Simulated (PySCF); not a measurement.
A GIAO shielding run with PySCF 2.14.0 with density-fitted response routines (density fitting, non-relativistic, gas phase) on SMILES [SiH3][C@H](O[SiH2]S)c1ccco1, C$_{5}$H$_{10}$O$_{2}$SSi$_{2}$:

```
$ OMP_NUM_THREADS=1 python probes_run.py task.json out

{"job": {"kind": "nmr", "xc": "PBE0", "basis": "pcSseg-1"}, "charge": 0, "multiplicity": 1}
Si    -0.701414    -1.435580    -1.980389
C     -0.581457    -0.820896    -0.162669
O     -1.480479     0.270178    -0.107857
Si    -1.930787     1.072546     1.223460
S     -3.218244     2.564753     0.400791
C      0.794429    -0.411097     0.197180
C      1.476288     0.749565    -0.026222
C      2.770496     0.556769     0.517784
C      2.781156    -0.705182     1.019136
O      1.585563    -1.301174     0.832719
H     -2.077813    -1.880071    -2.189733
H      0.255516    -2.527148    -2.156200
H     -0.380682    -0.289231    -2.827281
H     -0.901113    -1.592520     0.546491
H     -2.696884     0.222615     2.127616
H     -0.828739     1.728912     1.913468
H     -3.086855     2.195889    -0.863112
H      1.099695     1.628561    -0.507020
H      3.575517     1.262673     0.527822
H      3.540659    -1.278884     1.510981
```

Hardware: 1 thread of an Arm Neoverse N1, shared host. The job also computes population analyses, field gradients, ring-centre shieldings.

Question: How large is the calculation?

Answer: 100 electrons, 241 basis functions and 1320 auxiliary functions.

Question: How long does it take, and how much memory does it need?

Answer: 2.2 min of wall time, with 14 SCF cycles and 5 response iterations; peak memory 1.1 GiB. Times on a shared host scatter by some tens of per cent.
